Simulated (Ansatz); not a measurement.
C2H3ClFGa (`F[C]1(Cl)[CH2][GaH]1`), relaxed with RKS PBE0-D4/def2-TZVP in Ansatz from a PBE-D4/def2-SVP geometry. The force threshold is 0.005 eV/Å; the program also tests the step.

Charge 0, multiplicity 1.

Start:

```xyz
8

F     1.567    1.128    0.871
C     0.623    0.229    0.517
Cl    1.202   -1.504    0.914
C     0.082    0.212   -0.908
Ga   -1.284   -0.224    0.487
H    -0.107    1.252   -1.252
H     0.567   -0.405   -1.690
H    -2.650   -0.686    1.061
```

By how much does the energy fall, and how many steps does the optimiser take? (Best estimate.)

The calculation gave: 0.05 eV, in 12 steps, 1 of them rejected.

Which bonds change most? (An estimate is asked.)

Computed: C2–Cl3 from 1.869 to 1.797 Å; C4–Ga5 from 2.001 to 1.967 Å; C4–H7 from 1.108 to 1.088 Å; C4–H6 from 1.111 to 1.094 Å.

Give the relaxed structure. (An estimate is asked.)

The calculation gave: 
```xyz
8

F     1.477    1.129    0.890
C     0.619    0.150    0.527
Cl    1.359   -1.456    0.846
C     0.068    0.185   -0.890
Ga   -1.296   -0.217    0.469
H    -0.075    1.223   -1.206
H     0.526   -0.424   -1.667
H    -2.677   -0.590    1.030
```
